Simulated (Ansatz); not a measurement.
The first iterations of a band of BF3 + ClH (6 atoms, charge 0, multiplicity 1).

These are results of RKS B3LYP-D4/def2-SVP (Ansatz), not measurements.

```
movable images  : 8
climbing image  : no
spring          : 5.0 eV/Å²
optimiser       : quadratic models (default)
start path      : through a guess of the saddle point
force threshold : 0.05 eV/Å
iteration limit : 60
end points      : relaxed
```

Image 0:

```xyz
6
Properties=species:S:1:pos:R:3
B -0.004 0.310 -0.058
F -0.003 0.574 1.236
F 1.133 0.260 -0.714
F -1.145 0.190 -0.698
Cl 0.090 -2.556 0.904
H 0.067 -1.893 2.012
```

Image 9:

```xyz
6
Properties=species:S:1:pos:R:3
B 0.018 -0.476 -0.345
F 0.010 0.099 1.930
F 1.136 0.163 -0.594
F -1.140 0.094 -0.584
Cl 0.072 -2.207 0.058
H 0.041 -0.786 2.217
```

| iteration | highest image above the first end (eV) | largest band force component (eV/Å) |
| --- | --- | --- |
| 1 | 2.339 | 4.219 |
| 2 | 1.411 | 4.338 |

Problem. Does the band converge within its limit, and where does its top end?

Solution. The forces met the threshold. It ended after 8 iterations with the highest image 1.177 eV above the first end. No image climbed, so the highest image needn't sit at the top of the path. The orbitals stay closed-shell, which can raise the energy where a bond breaks towards radicals; this wasn't checked here.

Time of the run: 3.3 min on 1 thread of Arm Neoverse V1, with other jobs on the host, peak memory 0.15 GiB.
